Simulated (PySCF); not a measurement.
**Spin states of RbH**

Unrestricted PBE0; Rb def2-SVP with ECP28, H def2-SVP; scalar-relativistic core potentials (PySCF 2.14). Outer shells of the fragments: Rb 5s1; H 1s1.

Followed along the bond (rough minima from three points):

```tsv
2Ms+1	unpaired	⟨S²⟩ at the start	R at minimum (Å)	Te (eV)
1	none	0.00	2.42	0.00
3	σ ↑↑	2.00	none in the scan	≤ 1.88
```

Solutions found at the starting distance of 2.380 Å, counted from the lowest of them; the search is not exhaustive and high or unbound solutions are not listed, so other states can lie among these:

```json
{"2Ms+1": "1", "unpaired": "none", "term": "¹Σ⁺", "E (eV)": "0.00", "⟨S²⟩": "0.00", "⟨Lz²⟩": "0.00", "μ (D)": "-8.04"}
{"2Ms+1": "3", "unpaired": "σ ↑↑", "term": "³Σ⁺", "E (eV)": "2.02", "⟨S²⟩": "2.00", "⟨Lz²⟩": "0.00", "μ (D)": "2.89"}
{"2Ms+1": "3", "unpaired": "σ ↑, π ↑", "term": "³Π", "E (eV)": "3.11", "⟨S²⟩": "2.00", "⟨Lz²⟩": "1.00", "μ (D)": "-1.17"}
{"2Ms+1": "1", "unpaired": "σ ↑, π ↓", "term": "mixed", "E (eV)": "3.14", "⟨S²⟩": "1.00", "⟨Lz²⟩": "1.00", "μ (D)": "-0.63"}
{"2Ms+1": "3", "unpaired": "σ ↑, δ ↑", "term": "³Δ", "E (eV)": "4.07", "⟨S²⟩": "2.00", "⟨Lz²⟩": "4.00", "μ (D)": "0.15"}
{"2Ms+1": "1", "unpaired": "σ ↑, δ ↓", "term": "mixed", "E (eV)": "4.07", "⟨S²⟩": "1.00", "⟨Lz²⟩": "4.00", "μ (D)": "0.15"}
```

A term symbol is given only where ⟨S²⟩ and ⟨Lz²⟩ are close to those of a pure state; real π, δ and φ orbitals otherwise mix terms. A positive dipole means Rb(−)H(+).

The measured ground state is X ¹Σ+ (Huber and Herzberg, Constants of Diatomic Molecules (1979)).

Counting both spins, an empty level lies below a filled one in some of these solutions, because spin and occupation are held.
